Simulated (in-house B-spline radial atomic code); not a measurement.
Values are calculated unless marked as measured or tabulated.
# Making a Troullier-Martins s channel for Mo, r_c = 1.14 bohr

Mo, [Kr] 4d5 5s1, non-relativistic LDA (VWN5), spherical and spin-unpolarised, from an all-electron radial atomic-structure program (B-spline basis) (atomic units). The all-electron 4s level is ε = -2.234823 hartree, its outermost node lies just inside 0.54 bohr and its outer maximum at 1.01 bohr.

Inside r_c the pseudo-orbital is u(r) = r^1 exp(p(r)), with p = c0 + c2 r² + c4 r⁴ + … + c12 r¹². The seven coefficients follow from p and its first four derivatives at r_c, from zero curvature of the screened potential at the origin, c4 = −c2²/(2l + 5), and from the norm inside r_c. At r_c the all-electron orbital has P = 1.048919, P' = -0.6003435, the screened potential V = -3.835673, V' = 7.920353, V'' = -21.02157, and the norm inside is Q = 0.5404456.

Problem. What are p, p' and p'' at r_c?

Solution. p = ln(P/r_c^1) = ln(1.048919/1.14) = -0.08327. p' = P'/P − 1/r_c = -0.57234 − 0.87719 = -1.44954. The radial equation gives p'' = 2(V − ε) − 2(1) p'/r_c − p'² = -3.20170 − (-2.54305) − 2.10116 = -2.75981. Differentiating, p''' = 2V' + 2(1)p'/r_c² − 2(1)p''/r_c − 2p'p'' = 10.451, and p'''' = 2V'' − 4(1)p'/r_c³ + 4(1)p''/r_c² − 2(1)p'''/r_c − 2p''² − 2p'p''' = -49.894.

For a trial c2 the five matching conditions are linear in c0, c6, c8, c10 and c12, and c2 is varied until the norm inside r_c equals Q. The root nearest zero gives:

```tsv
n	c_n
0	-0.7427997
2	2.647845
4	-1.402216
6	-2.230454
8	2.898449
10	-1.294208
12	0.210113
```

Problem. Check c4 and p(r_c), and find the screened pseudopotential at the origin.

Solution. −c2²/5 = -1.40222, as listed. The terms c_n r_c^n are -0.74280, 3.44114, -2.36829, -4.89578, 8.26808, -4.79791, 1.01230, which sum to -0.08327. Inverting the radial equation, V_l(r) = ε + 1 p'/r + (p'' + p'²)/2, so V_l(0) = ε + (2l + 3) c2 = -2.234823 + 3 × (2.64784) = 5.7087 hartree, finite where the all-electron potential diverges.

Orbitals and screened potentials:

```
r (bohr)        P        u  V all-electron  V pseudo
   0.114    0.378  0.05612          -237.6     5.696
   0.285  -0.5316   0.1664          -58.99     5.235
   0.456  -0.3051   0.3488          -25.38      3.03
   0.627   0.4161   0.6294          -13.77    -1.344
   0.798   0.9093   0.9307          -8.439    -5.202
   0.969    1.085    1.085          -5.563    -5.446
    1.14    1.049    1.049          -3.836    -3.836
```

Logarithmic derivatives P'/P at R = 1.44 bohr, for energies E around ε:

```tsv
E − ε (hartree)	all-electron	pseudo
-0.5	-0.235722	-0.237891
-0.25	-0.692659	-0.693394
-0.1	-1.01978	-1.01992
0	-1.26654	-1.26654
0.1	-1.54138	-1.54158
0.25	-2.01936	-2.02088
0.5	-3.06692	-3.07652
```

Problem. With P(R) = 0.7842732 and a norm of 0.7994771 inside R, what slope in energy does norm conservation fix?

Solution. d(P'/P)/dE = −2 × (norm inside R)/P(R)² = -2.5996 per hartree·bohr at E = ε, for both atoms, since orbital and norm agree at R. Differences over ±0.1 hartree give -2.6080 (all-electron) and -2.6083 (pseudo), which also hold third-order terms. Half a hartree below ε the two curves differ by -0.0022.
